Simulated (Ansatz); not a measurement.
The same path of C2H8AlN + ClH (14 atoms, charge 0, multiplicity 1) was run twice with different band settings. Lost on the way: Al1–C2, H5–Cl6. Made: Al1–Cl6, C2–H5.

The calculation used Ansatz 0.2.0, RKS PBE0/6-31G*.

Relaxed end points:

```xyz
14
Properties=species:S:1:pos:R:3
Al -0.132 0.409 -0.082
C 1.684 0.067 0.613
C -0.731 -0.093 -1.884
N -1.182 1.479 0.894
H 0.460 -2.442 1.562
Cl -0.691 -2.473 0.990
H 1.716 0.002 1.709
H 2.365 0.882 0.334
H 2.124 -0.853 0.205
H -0.531 -1.150 -2.100
H -0.207 0.493 -2.652
H -1.805 0.075 -2.030
H -2.116 1.762 0.632
H -0.955 1.841 1.810
```

```xyz
14
Properties=species:S:1:pos:R:3
Al -1.260 -0.070 0.072
C 2.025 -0.478 0.746
C -0.748 -0.269 -1.795
N -1.428 1.483 0.911
H 1.416 -1.368 0.934
Cl -1.784 -1.771 1.231
H 2.951 -0.558 1.321
H 1.489 0.423 1.066
H 2.262 -0.410 -0.319
H -0.004 -1.064 -1.917
H -0.328 0.655 -2.207
H -1.615 -0.543 -2.409
H -1.240 2.386 0.497
H -1.735 1.584 1.868
```

Common settings: movable images 7; climbing image yes; spring 5.0 eV/Å²; optimiser quadratic models (default); force threshold 0.03 eV/Å; end points relaxed.

| run | start path | iteration limit |
| --- | --- | --- |
| 1 | through a guess of the saddle point | 54 |
| 2 | straight line | 60 |

Question: What does each run give, and how far can it be trusted?

Answer: Run 1: converged after 11 iterations, highest image 0.236 eV above the first end. A vibrational analysis at the climbing image gives one clearly imaginary mode, 494i cm⁻¹: a first-order saddle point.
Run 2: converged after 14 iterations, highest image 0.238 eV above the first end. Neighbouring images differ by up to 1.3 eV, so the band resolves the path poorly. Another band between the same ends (7 images) ends at a top of the same energy, where a vibrational analysis finds 1 clearly imaginary mode.
The orbitals stay closed-shell, which can raise the energy where a bond breaks towards radicals; this wasn't checked here.
